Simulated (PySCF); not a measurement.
## [ReO3F2]− at several levels of theory

Computed with PySCF 2.14.0 (density fitting, no spin-orbit coupling) at the geometry relaxed with B3LYP:

```xyz
6
[ReO3F2]− (singlet)
Re    0.0488    0.0655    0.0349
O     0.1862   -0.0767    1.7453
O     1.6091   -0.0790   -0.6792
O    -0.2210    1.7672   -0.1260
F    -1.6208   -0.1101   -0.9402
F    -0.2428   -1.8741   -0.1334
```

| level | basis | state | HOMO (eV) | gap (eV) | charge on Re1 (e) | dipole about the centre of mass (D) | largest force component (eV/Å) |
| --- | --- | --- | --- | --- | --- | --- | --- |
| B3LYP | Re def2-SVP with ECP60, O def2-SVP, F def2-SVP | singlet | -3.49 | 5.92 | 1.16 | 0.51 | 0.03 |
| TPSS | the same | singlet | -2.21 | 4.29 | 1.09 | 0.39 | 0.78 |
| HF | the same | singlet | -8.03 | 13.59 | 1.92 | 0.63 | 3.30 |
| wB97X | the same | singlet | -6.21 | 10.94 | 1.23 | 0.56 | 1.18 |
| B3LYP | Re def2-TZVP with ECP60, O def2-TZVP, F def2-TZVP | singlet | -3.73 | 5.92 | 1.55 | 0.59 | 0.39 |
| B3LYP | Re x2c-SVPall, O x2c-SVPall, F x2c-SVPall | singlet | -3.65 | 5.71 | 0.95 | 0.55 | 1.06 |

Charges are Mulliken's, which hang on the basis. The relaxation used the grid (50, 194), these runs (75, 302) or, all-electron (x2c bases, spin-free X2C Hamiltonian), (99, 590).

Q: What does TPSSh with Re def2-SVP with ECP60, O def2-SVP, F def2-SVP give here?

A: state singlet, HOMO (eV) -2.90, gap (eV) 5.17, charge on Re1 (e) 1.19, dipole about the centre of mass (D) 0.45, largest force component (eV/Å) 0.27. Time: 19 s on 2 threads of Intel(R) Xeon(R) Processor @ 2.50GHz (Skylake/Cascade Lake), on a shared host, from an already converged density.

In the first row's basis the gap widens with exact exchange: 4.3 eV for TPSS (none); 5.2 to 5.9 eV for TPSSh, B3LYP (a fixed share); 10.9 to 13.6 eV for wB97X, Hartree–Fock (rising or full at long range).
